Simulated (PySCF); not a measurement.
Successive ionisation energies of one element at GMP2 (screened spin-orbit), starting from the ion with 43 electrons. Calculated with PySCF 2.14, two-component X2C-1e (Gaussian nucleus, no Breit or QED terms), each ion in its own even-tempered basis; GMP2 freezes the deep shells of the larger ions and drops the highest virtual spinors; eV.

1018.4, 1064.9, 1112.5, 1175.3, 1223.4, 1276.0, 1325.1, 1512.7, 1560.9, 1614.0, 1664.0, 1785.3

Problem. Which element is it?

Solution. Ytterbium (Yb, Z = 70); the list starts at Yb²⁷⁺. The hydrogenic estimate 13.606 eV × (q + 1)²/n² with q = 27 and n = 4 gives 666.68 eV for the first entry, a lower bound because the other electrons screen the nucleus only in part.
